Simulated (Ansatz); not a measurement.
Ideal-gas functions of `O=COC(F)(F)F` at 500 K and 1 bar, from an Ansatz frequency run at PBE0-D4/def2-TZVP.

Molar mass 114.02 g/mol, point group Cs (symmetry number 1), electronic degeneracy 1, moments of inertia 99.729, 230.212, 241.815 u Å². Harmonic wavenumbers (cm⁻¹, unscaled): 94, 188, 217, 381, 449, 561, 593, 632, 836, 871, 1040, 1152, 1201, 1267, 1292, 1407, 1885, 3088.

Use S(trans) = R[1.5 ln M + 2.5 ln T − 1.1517]; rotational temperatures θ = 24.2544 K / I; S(rot) = R[ln(√π/σ · √(T³/θAθBθC)) + 1.5]; for each mode x = 1.438777 ν̃/T, S = R[x/(eˣ − 1) − ln(1 − e⁻ˣ)] and H = RT x/(eˣ − 1); 1 cm⁻¹ = 0.0119627 kJ/mol; R = 8.31446 J/(mol·K).

Q: By hand: the entropy, in J/(mol·K).

A: Translation 178.7. Rotation: θ = 0.2432, 0.1054, 0.1003 K, giving 119.5. Vibration, mode by mode: 19.21, 13.52, 12.36, 7.95, 6.74, 5.18, 4.81, 4.40, 2.77, 2.56, 1.74, 1.35, 1.20, 1.03, 0.97, 0.74, 0.24, 0.01, in all 86.8. Electronic 0.0. Sum 385.0 J/(mol·K).

Q: By hand: H − E and G − E in kJ/mol, counted from the electronic energy.

A: Zero-point energy ½ × 17154 × 0.0119627 = 102.6; thermal vibration 23.5; translation, rotation and pV give 4 RT = 16.6. H − E = 142.7 kJ/mol, and G − E = 142.7 − 500 × 385.0/1000 = -49.8 kJ/mol.

Vibration gives 23 % of the entropy, 19.2 J/(mol·K) of it from the mode under 150 cm⁻¹: soft modes count most, and the harmonic formula is weakest for them. The sum counts one conformer and one mirror image; others add a mixing term.
